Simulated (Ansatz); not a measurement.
CH₅GaSn, relaxed with RKS PBE0-D4/def2-TZVP in Ansatz 0.2.0 from a PBE-D4/def2-SVP geometry. The force threshold is 0.005 eV/Å; the program also tests the step.

Total charge 0; spin multiplicity 1. Sn: def2 effective core potential. The bonds changed during the relaxation, so this is another structure than the one it started from.

Start:

```xyz
8

C    -0.515   -0.201   -0.987
Ga   -0.521   -2.206   -1.415
Sn    0.440    0.358    0.886
H     0.016    0.361   -1.790
H    -1.557    0.192   -0.939
H     2.061   -0.256    0.929
H    -0.432   -0.326    2.219
H     0.506    2.078    1.098
```

Problem. How much energy does the relaxation release, and in how many steps? (Best estimate.)

Solution. The calculation gave: 2.75 kJ/mol, in 4 steps.

Problem. Which bonds change most? (Estimate.)

Solution. Ansatz gave: C1–Sn3 from 2.176 to 2.142 Å; Sn3–H8 from 1.734 to 1.711 Å; Sn3–H7 from 1.733 to 1.712 Å; Sn3–H6 from 1.734 to 1.713 Å.

Problem. Give the relaxed structure. (Estimate.)

Solution. The calculation gave: 
```xyz
8

C    -0.505   -0.195   -0.969
Ga   -0.523   -2.179   -1.401
Sn    0.434    0.357    0.875
H     0.018    0.349   -1.767
H    -1.532    0.188   -0.930
H     2.036   -0.249    0.915
H    -0.425   -0.325    2.190
H     0.496    2.054    1.087
```
